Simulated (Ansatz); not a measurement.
Frontier orbitals of `FB(F)[SiH3]`.

Z-matrix (Å, degrees):
```
Si
B 1 2.035
H 1 1.484 2 111.0
H 1 1.488 2 108.5 3 -120.0
H 1 1.486 2 109.7 3 121.5
F 2 1.320 1 121.2 3 -168.2
F 2 1.319 1 122.6 3 12.6
```

Total charge 0; spin multiplicity 1. The geometry is a stationary point of PBE0-D4/def2-TZVP. Basis def2-TZVPP, Ansatz 0.2.0.

| functional | HOMO (eV) | LUMO (eV) | gap (eV) |
| --- | --- | --- | --- |
| LDA (SPW92) | -7.87 | -2.37 | 5.50 |
| PBE | -7.74 | -2.12 | 5.62 |
| r2SCAN | -8.06 | -1.84 | 6.22 |
| PBE0 | -9.13 | -1.16 | 7.97 |
| r2SCAN0 | -9.33 | -1.00 | 8.33 |
| LC-ωPBE | -11.88 | 1.19 | 13.07 |
| ωB97M-V | -11.32 | 0.86 | 12.18 |

(1) What is the vertical ionisation energy at frozen-core CCSD(T)/CBS(def2)? (An estimate is asked.)

Results:

(1) Computed: 11.84 eV (T1 of the cation 0.021).

A quarter of exact exchange (PBE0) shifts PBE's HOMO by −1.38 eV and its LUMO by +0.95 eV; full exchange at long range (ωB97M-V) shifts them by −3.57 and +2.97 eV. The gap opens from 5.63 to 12.17 eV, since occupied levels lose self-interaction and empty ones feel all the electrons. A positive LUMO is unbound and depends on the basis. −ε(HOMO) differs from that ionisation energy by −4.10 eV with PBE and −0.53 eV with ωB97M-V.

LC-ωPBE has ω = 0.4 bohr⁻¹.
